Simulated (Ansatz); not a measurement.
Stepwise reaction of `[OH][Ga]([OH])[SH]` with hydrogen fluoride, as a gas-phase model of exchange steps in deposition or etching. ΔE in kJ/mol.

Gas-phase electronic energies from Ansatz, PBE0-D4/def2-TZVP geometries. CBS: MP2 limit from def2 TZ/QZ plus the TZ coupled-cluster correction, frozen cores. This one scheme is used for every species. Functionals use def2-TZVPP. B3LYP here is the variant with VWN-RPA as its local correlation; programs differ in this. For Ga outer-core shells are correlated without core-valence functions, which leaves a few kJ/mol of doubt a bond. Scalar relativity is left out up to krypton. Each species was taken in one conformer, which may not be the lowest.

| step | reaction | PBE-D4 | B3LYP-D4 | ωB97M-V | CCSD(T)/CBS |
| --- | --- | --- | --- | --- | --- |
| 1 | `[OH][Ga]([OH])[SH]` + H–F → `[OH][Ga]([F])[SH]` + H₂O | -29.2 | -31.2 | -31.1 | -24.7 |

(1) Give the row of step 2, `[OH][Ga]([F])[SH]` + H–F → `[F][Ga]([F])[SH]` + H₂O. (Best estimate.)

(2) By hand: ΔE of the 2 steps together at CCSD(T)/CBS.

Answers

(1) Computed: 
| step | reaction | PBE-D4 | B3LYP-D4 | ωB97M-V | CCSD(T)/CBS |
| --- | --- | --- | --- | --- | --- |
| 2 | `[OH][Ga]([F])[SH]` + H–F → `[F][Ga]([F])[SH]` + H₂O | -21.7 | -23.4 | -23.5 | -17.6 |

(2) (-24.7) + (-17.6) = -42.3 kJ/mol, or -21.1 kJ/mol a step.

In ΔE each step is higher than the one before. All are downhill at CCSD(T)/CBS. PBE-D4 differs from CCSD(T)/CBS by -4.5 to -4.1 kJ/mol a step. Isolated molecules leave out the surface, adducts and barriers. Largest T1 diagnostic: 0.014.
